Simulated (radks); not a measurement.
Question: The mean radii <r> (bohr) of the occupied orbitals of an atom or ion are listed with their occupations. Calculated with a radial shooting solver on a logarithmic mesh with Libxc functionals: Dirac Kohn-Sham, PW91, spin-unpolarised, spherical densities, point nucleus.

| orbital | occ. | <r> |
|---|---|---|
| 1s1/2 | 2 | 0.01714 |
| 2s1/2 | 2 | 0.07168 |
| 2p1/2 | 2 | 0.05906 |
| 2p3/2 | 4 | 0.06749 |
| 3s1/2 | 2 | 0.1865 |
| 3p1/2 | 2 | 0.1768 |
| 3p3/2 | 4 | 0.1923 |
| 3d3/2 | 4 | 0.1676 |
| 3d5/2 | 6 | 0.1723 |
| 4s1/2 | 2 | 0.4149 |
| 4p1/2 | 2 | 0.4178 |
| 4p3/2 | 4 | 0.4517 |
| 4d3/2 | 4 | 0.4616 |
| 4d5/2 | 6 | 0.4729 |
| 5s1/2 | 2 | 0.9468 |
| 4f5/2 | 6 | 0.5116 |
| 4f7/2 | 8 | 0.5188 |
| 5p1/2 | 2 | 1.021 |
| 5p3/2 | 4 | 1.112 |
| 5d3/2 | 4 | 1.412 |
| 5d5/2 | 2 | 1.450 |

Name the element and its charge. Open shells, if any, fill j = l - 1/2 first.

Answer: Z = 78, platinum, charge +4: Pt4+ in [Xe] 4f14 5d6. The 1s radius gives Z: for a bare nucleus <r> = (2 gamma + 1)/(2Z) with gamma = sqrt(1 - (Z/c)^2), 0.01695 bohr for Z = 78, and screening makes it slightly larger (0.01714 here). The occupations add up to 74, and the charge is Z minus that.
